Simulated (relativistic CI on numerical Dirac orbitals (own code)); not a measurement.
**Ni²⁶⁺: q coefficients and field-shift factors**

Computed by Dirac-Coulomb-Breit CI, KLI orbitals optimised for each configuration, derivatives by finite differences, unscaled Slater integrals, QED left out (own radial code, finite nucleus).

CI space: 1s2, 1s.2s, 1s.2p. Levels of other configurations are missing.

With x = (α/α₀)² − 1 an excitation energy changes as ω = ω₀ + qx; K = 2q/ω₀ is the relative enhancement. Terms are leading LS components, so labels can repeat. The field-shift factor is F = δν/δ⟨r²⟩ for the transition from the lowest level.

Lowest level 1s2 1S_0.

| Level | ω₀ (cm⁻¹) | q (cm⁻¹) | K | F (GHz/fm²) |
| --- | --- | --- | --- | --- |
| 1s.2s 3S_1 | 62381063 | 538800 | 0.0173 | -1010 |
| 1s.2p 3P°_0 | 62643277 | 575300 | 0.0184 | -1170 |
| 1s.2s 1S_0 | 62660982 | 562500 | 0.018 | -1020 |
| 1s.2p 3P°_1 | 62662385 | 573000 | 0.0183 | -1170 |
| 1s.2p 3P°_2 | 62828596 | 765400 | 0.0244 | -1170 |
| 1s.2p 1P°_1 | 62987171 | 748300 | 0.0238 | -1160 |

At this charge energies of transitions that change n are usually good to better than 1 %, and those within a shell (Δn = 0) to a few per cent.
